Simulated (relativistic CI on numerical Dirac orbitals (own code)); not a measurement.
Hyperfine structure of Ta48+, mass number 181

Computed by Dirac-Coulomb-Breit CI, KLI orbitals optimised for each configuration, model QED (radiative potential, 1s self-energy scaled to tabulated hydrogen-like ionisation energies), unscaled Slater integrals (own radial code, finite nucleus).

CI space (outside the closed core [Ne]): 3s²3p⁶3d⁷, 3s²3p⁵3d⁸, 3s²3p⁴3d⁹, 3s3p⁶3d⁸, 3p⁶3d⁹, 3s3p⁵3d⁹, 3s²3p⁶3d⁶4s, 3s²3p⁶3d⁶4p, 3s²3p⁴3d⁸4s, 3s²3p⁶3d⁶4d, 3s²3p⁴3d⁸4p, 3s²3p⁵3d⁷4s, 3s²3p⁶3d⁶4f, 3s²3p⁵3d⁷4p, 3s²3p⁶3d⁵4s², 3s3p⁶3d⁷4s. Levels of other configurations are missing.

Nuclear spin I = 7/2, μ = 2.365 μN, Q = 3.17 b (tables of Stone and Pyykkö). The electronic factors are computed for point nuclear moments, without core polarisation or the Bohr-Weisskopf and QED corrections.

```csv
Level,E (cm⁻¹),A (MHz),B (MHz)
3s²3p⁶3d⁷ ⁴F9/2,0,25530,29500
3s²3p⁶3d⁷ ²D5/2,154894,25830,29700
3s²3p⁶3d⁷ ⁴F7/2,493247,28630,64500
3s²3p⁶3d⁷ ⁴P5/2,589723,10560,-177000
3s²3p⁶3d⁷ ⁴P1/2,600191,-12700,
3s²3p⁶3d⁷ ²H11/2,617810,36200,-393000
3s²3p⁶3d⁷ ²F7/2,670400,39250,-57900
3s²3p⁶3d⁷ ²F5/2,709423,39910,40100
```

Levels with J = 0, under 50 % of one LS term, or S terms without an open s electron are left out. Small factors come from cancelling terms and can be off by tens of per cent or more.

At this charge energies of transitions that change n are usually good to better than 1 %, and those within a shell (Δn = 0) to a few per cent.

**Question.** Give the hyperfine levels of 3s²3p⁶3d⁷ ⁴F9/2 relative to its centre of gravity.

**Answer.** With K = F(F + 1) − I(I + 1) − J(J + 1), E = AK/2 + B[¾K(K + 1) − I(I + 1)J(J + 1)]/[2I(2I − 1)J(2J − 1)]: F = 1: -477900, F = 2: -431000, F = 3: -359900, F = 4: -263400, F = 5: -140200, F = 6: 11590, F = 7: 194000, F = 8: 409400 MHz.

LS names give the leading component of a level, which can be under half, so a name can repeat, a term be missing and a line seem to break the LS rules.
